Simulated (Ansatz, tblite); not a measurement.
Isomers of Mg5H10 (singlet), found by a short tight-binding search and relaxed with r2SCAN-D4/def2-SVP in Ansatz.

The xTB rows come from tblite. Correlated methods freeze 5 core orbitals; core or outer-core shells of Mg are correlated, in sets that lack core-valence functions.

Other spin states weren't relaxed.

A:

```xyz
15

Mg   -2.9099   -0.7381    1.0079
Mg    0.2557   -2.0718   -0.1224
Mg    1.7241    0.1754    1.0724
Mg    1.7486    1.5844   -1.5992
Mg   -0.7067    1.3355    0.0994
H    -4.4121   -1.1946    1.6645
H     2.3813    1.5968   -3.1831
H     0.3136   -3.3046   -1.3040
H     0.2098    2.4900   -0.9489
H     0.2731    1.1199    1.6765
H    -2.4364    0.9287    0.2874
H     0.5396   -0.0519   -0.6319
H    -1.2853   -1.5109    0.7682
H     2.7138    1.2452    0.0231
H     1.5908   -1.6039    1.1900
```

B:

```xyz
15

Mg    0.235   -0.210   -1.851
Mg   -1.891   -0.212    2.447
Mg    0.799    0.549    0.865
Mg   -1.030   -2.260   -0.244
Mg    1.963    2.116   -1.365
H     2.265    3.708   -1.901
H    -2.994   -0.058    3.732
H     0.671   -1.067   -0.121
H     2.338    1.342    0.333
H    -1.072   -1.422   -1.988
H    -0.930   -3.924    0.142
H    -0.011    1.337   -0.725
H    -1.895   -0.984    0.802
H    -0.165    0.515    2.365
H     1.718    0.572   -2.492
```

C:

```xyz
15

Mg   -0.326    0.487    1.512
Mg   -1.051   -0.006   -1.278
Mg    1.773   -0.781   -1.204
Mg   -1.945   -1.923    0.874
Mg    1.239    2.457    0.107
H     0.901    1.716    1.868
H    -2.188   -3.568    1.239
H     2.849   -2.100   -1.319
H    -0.734    1.455   -0.161
H    -1.704   -0.488    2.111
H     1.333    4.103   -0.331
H    -2.456   -0.952   -0.686
H     0.288   -0.371   -2.380
H     0.034   -0.951    0.200
H     1.986    0.922   -0.553
```

D:

```xyz
15

Mg   -1.915   -1.930    0.439
Mg    1.616    2.047    1.291
Mg   -0.959    0.955    0.098
Mg   -0.481   -0.975   -2.004
Mg    1.769   -0.240   -0.429
H    -1.655   -2.214   -1.477
H     2.511    0.236    1.129
H    -0.033   -0.838    0.004
H    -2.019   -3.237    1.537
H    -0.248    1.752    1.578
H     1.055    1.487   -0.567
H     1.396   -1.023   -2.087
H    -2.408   -0.135    0.529
H     2.528    3.416    1.763
H    -1.156    0.698   -1.803
```

Q: Estimate their order by electronic energy at ωB97X-V/def2-TZVP, counted from the lowest.

A: D (0.0) < B (2.8) < A (3.2) < C (3.4), in kcal/mol. Gaps under about 2 kJ/mol are ties within the noise of geometry and basis.

Q: Do the other levels pick the same lowest one?

A: Not GFN1-xTB, GFN2-xTB, HF/STO-3G, HF/def2-SVP, HF/def2-TZVP, MP2/def2-SVP, CCSD/def2-SVP, CCSD(T)/def2-SVP. Energies above each level's lowest (kcal/mol):

```json
{"level": "GFN1-xTB", "A": "3.0", "B": "0.0", "C": "2.3", "D": "20.8"}
{"level": "GFN2-xTB", "A": "4.1", "B": "8.5", "C": "0.0", "D": "18.6"}
{"level": "HF/STO-3G", "A": "0.0", "B": "0.2", "C": "4.7", "D": "9.9"}
{"level": "HF/def2-SVP", "A": "0.6", "B": "0.0", "C": "3.1", "D": "4.3"}
{"level": "HF/def2-TZVP", "A": "0.7", "B": "0.0", "C": "3.1", "D": "2.5"}
{"level": "PBE-D4/def2-SVP", "A": "2.8", "B": "2.3", "C": "1.9", "D": "0.0"}
{"level": "PBE-D4/def2-TZVP", "A": "4.3", "B": "4.2", "C": "3.5", "D": "0.0"}
{"level": "revPBE-D4/def2-TZVP", "A": "4.2", "B": "4.6", "C": "3.1", "D": "0.0"}
{"level": "r2SCAN-D4/def2-TZVP", "A": "5.0", "B": "4.4", "C": "4.6", "D": "0.0"}
{"level": "PBE0-D4/def2-SVP", "A": "2.9", "B": "2.6", "C": "2.3", "D": "0.0"}
{"level": "PBE0-D4/def2-TZVP", "A": "4.7", "B": "4.5", "C": "4.1", "D": "0.0"}
{"level": "ωB97X-V/def2-TZVP", "A": "3.2", "B": "2.8", "C": "3.4", "D": "0.0"}
{"level": "MP2/def2-SVP", "A": "0.4", "B": "0.0", "C": "1.4", "D": "0.7"}
{"level": "MP2/def2-TZVP", "A": "2.6", "B": "2.2", "C": "3.1", "D": "0.0"}
{"level": "CCSD/def2-SVP", "A": "0.5", "B": "0.0", "C": "1.4", "D": "1.3"}
{"level": "CCSD(T)/def2-SVP", "A": "0.5", "B": "0.0", "C": "1.2", "D": "0.9"}
```
Point groups (tolerance 0.1 Å): A not assigned, B not assigned, C not assigned, D not assigned. B and C have the same bonds, so they are conformers or stereoisomers. Lower isomers may exist. From def2-SVP to def2-TZVP the PBE0 values move by up to 1.9 kcal/mol, so results in the small set are rough.
